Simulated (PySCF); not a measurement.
NMR data simulated for an unnamed compound:

1H NMR (600 MHz, computed): δ 7.66 (m, 1H), 5.55 (m, 2H), 2.59 (s, 3H).

13C{1H} NMR (computed): δ 159.7 (C), 136.5 (CH), 135.7 (C), 9.9 (CH3).

PySCF calculation with geometry from GFN2-xTB and shielding tensors at PBE0/pcSseg-1 (GIAO); equivalent nuclei averaged, non-relativistic Hamiltonian, gas phase, one computed conformer.

References, each an isolated molecule treated in the same way: 1H (σref 31.72) and 13C (σref 186.93) against TMS.

Problem. Which of these does the molecule contain: a carboxylic acid, a heteroaromatic ring, a vinyl group CH=CH2, a Si–H bond, an aldehyde?

Solution. 
- A carboxylic acid: no.
- A heteroaromatic ring: yes.
- A vinyl group CH=CH2: no.
- A Si–H bond: yes (δH 5.55 (m)).
- An aldehyde: no.

The data belong to `InChI=1S/C4H6F2N2Si/c1-3-4(5)2-7-8(3)9-6/h2H,9H2,1H3`; they needn't prove each group on their own.

Carbon signals by region: 3 in the sp2 and nitrile region (100–160 ppm), 1 below 50 ppm.

Splittings by 19F in the carbon and heteronuclear signals aren't shown, as no couplings were computed. Shifts are as computed. Against solution values, carbons near 30 ppm lie about +3 ppm off and those near 130 ppm about +5 ppm. Of 1309 compounds with measured shifts, 239 miss one by over three times the rms of a fit or turn the order of signals round; such compounds aren't used in these exercises. No couplings were computed; multiplicities are counted from neighbouring protons, with m where these are inequivalent, close in shift, in a saturated or five-membered ring or joined by F or P, and br s for small geminal =CH2 splittings.
